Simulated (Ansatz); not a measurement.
[CuH2]- (CuH2⁻). The state is a singlet with charge -1. Geometry r2SCAN-D4/def2-TZVPD.

```xyz
3

Cu    0.000    0.000    0.000
H    -1.312   -0.833   -0.035
H     1.312    0.833    0.035
```

At PBE-D4/def2-SVPD, B97M-V/def2-TZVPD, r2SCANh-D4/def2-TZVPD the highest occupied level of the charge -1 singlet lies above zero (up to 0.99 eV). By energy differences its removal costs 2.96 eV (vertical, to the charge 0 doublet, at LC-ωPBE (ω = 0.30 bohr⁻¹)/def2-TZVPD), and other spins of that charge weren't run.

(1) Estimate the orbital energies around the gap (eV) in Ansatz with PBE-D4/def2-SVPD, B97M-V/def2-TZVPD, r2SCANh-D4/def2-TZVPD, PBE0-D4/def2-TZVPD, ωB97X-V/def2-TZVPD.

Answers

(1) 
```
orbital  PBE-D4/def2-SVPD  B97M-V/def2-TZVPD  r2SCANh-D4/def2-TZVPD  PBE0-D4/def2-TZVPD  ωB97X-V/def2-TZVPD
HOMO−13           -908.82            -917.11                -919.15             -921.57             -920.28
HOMO−12           -908.60            -917.02                -919.06             -921.48             -920.19
HOMO−11           -908.60            -917.02                -919.06             -921.48             -920.19
HOMO−10           -105.34            -111.68                -111.46             -111.97             -113.39
 HOMO−9            -65.74             -69.31                 -69.72              -70.64              -72.50
 HOMO−8            -65.33             -69.12                 -69.55              -70.47              -72.34
 HOMO−7            -65.33             -69.12                 -69.55              -70.47              -72.34
 HOMO−6             -2.12              -2.65                  -3.11               -3.72               -6.31
 HOMO−5              0.10              -0.40                  -0.66               -1.65               -4.17
 HOMO−4              0.64              -0.03                  -0.54               -1.65               -4.17
 HOMO−3              0.64              -0.03                  -0.54               -1.53               -4.06
 HOMO−2              0.81               0.18                  -0.38               -1.53               -4.06
 HOMO−1              0.99               0.18                  -0.38               -1.05               -3.39
   HOMO              0.99               0.46                   0.09               -0.62               -2.98
   LUMO              4.03               3.67                   4.36                4.34                5.59
 LUMO+1              4.03               3.67                   4.36                4.34                5.59
 LUMO+2              5.00               4.83                   5.76                5.43                6.68
 LUMO+3              5.77               4.97                   6.04                5.52                6.74
 LUMO+4              7.07               6.38                   6.99                7.13                9.03
 LUMO+5              9.24               8.54                   8.99                9.05               10.93
```
